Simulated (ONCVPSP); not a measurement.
## Which change was made? (Au, ONCV)

```json
{
  "Element": "Au",
  "Generator": "ONCVPSP 4.0.1",
  "Type": "optimised norm-conserving Vanderbilt (ONCV)",
  "Functional": "PBE",
  "Relativity": "fully relativistic",
  "Frozen core": "[Kr] 4d10 4f14",
  "Valence charge": "19",
  "Reference configuration": "5s2 5p6 5d10 6s0.75 (charge +0.25)",
  "Partial waves": "5s+6s: rc 1.55 bohr, ncon 4, nbas 9, qcut 8.5 1/bohr, 3 projectors, debl 4 Ha; 5p: rc 1.15 bohr, ncon 4, nbas 6, qcut 8.4 1/bohr, 1 projector; 5d: rc 1.40 bohr, ncon 5, nbas 9, qcut 7.9 1/bohr, 1 projector",
  "Local potential": "polynomial inside 1.15 bohr (lpopt 5, dvloc0 0 Ha)",
  "Core correction": "Teter function, fcfact 2, rcfact 1.65"
}
```

Open shells are filled in proportion to 2j + 1.

Cutoffs, loose and tight: the cutoffs (Ha) at which the residual kinetic energy of the hardest occupied pseudo-wave falls to 1 and 0.1 mHa per electron. They do not see the model core or the augmentation charge, which bear on the density cutoff. Test errors are all-electron minus pseudo excitation energies from the reference, over the configurations 5s2 5p6 5d10 6s1; 5s2 5p6 5d10 6s0; 5s2 5p6 5d9 6s0; 5s2 5p5 5d10 6s1; variants that change the core or the reference have their own tests.

The base gives: outcome: generated; cutoff, loose: 63 Ha; cutoff, tight: 78 Ha; bound ghosts: none; GHOST(+) flags above zero: s; largest test error (meV): -8.6.

After one change the result is: outcome: generated; cutoff, loose: 36 Ha; cutoff, tight: 83 Ha; bound ghosts: none; GHOST(+) flags above zero: s; largest test error (meV): -13. Which change was it?
A. all radii but the core radius scaled by about 1.21 (s 1.88, p 1.40, d 1.70 bohr); local potential polynomial inside 1.40 bohr (lpopt 5, dvloc0 0 Ha)
B. core [Xe] 4f14, valence charge 11; reference 5d10 6s0.5 6p0.5; waves now 6s: rc 1.85 bohr, ncon 5, nbas 8, qcut 2.9 1/bohr, local; 6p: rc 2.95 bohr, ncon 4, nbas 8, qcut 2.4 1/bohr, 1 projector; 5d: rc 2.30 bohr, ncon 4, nbas 9, qcut 8 1/bohr, 1 projector; local potential the s channel
C. reference 5s2 5p6 5d9.5; wave 5s+6s: rc 1.55 bohr, ncon 4, nbas 9, qcut 8.5 1/bohr, 3 projectors, debl 4 Ha becomes 5s: rc 1.55 bohr, ncon 4, nbas 9, qcut 8.5 1/bohr, 3 projectors, debl 4 Ha
D. p: ncon 3, nbas 5
E. core correction Teter function, fcfact 2, rcfact 1.26

D. The others give: reference 5s2 5p6 5d9.5; wave 5s+6s: rc 1.55 bohr, ncon 4, nbas 9, qcut 8.5 1/bohr, 3 projectors, debl 4 Ha becomes 5s: rc 1.55 bohr, ncon 4, nbas 9, qcut 8.5 1/bohr, 3 projectors, debl 4 Ha → outcome: generated, projector energies reset by the program; cutoff, loose: 63 Ha; cutoff, tight: 78 Ha; bound ghosts: none; GHOST(+) flags above zero: s; largest test error (meV): +35 | core correction Teter function, fcfact 2, rcfact 1.26 → outcome: generated; cutoff, loose: 63 Ha; cutoff, tight: 78 Ha; bound ghosts: none; GHOST(+) flags above zero: s; largest test error (meV): -3.2 | all radii but the core radius scaled by about 1.21 (s 1.88, p 1.40, d 1.70 bohr); local potential polynomial inside 1.40 bohr (lpopt 5, dvloc0 0 Ha) → outcome: generated; cutoff, loose: 30 Ha; cutoff, tight: 36 Ha; bound ghosts: none; GHOST(+) flags above zero: s; largest test error (meV): -31 | core [Xe] 4f14, valence charge 11; reference 5d10 6s0.5 6p0.5; waves now 6s: rc 1.85 bohr, ncon 5, nbas 8, qcut 2.9 1/bohr, local; 6p: rc 2.95 bohr, ncon 4, nbas 8, qcut 2.4 1/bohr, 1 projector; 5d: rc 2.30 bohr, ncon 4, nbas 9, qcut 8 1/bohr, 1 projector; local potential the s channel → outcome: failed: optimize: ERROR ps0norm > uunorm, code will stop.
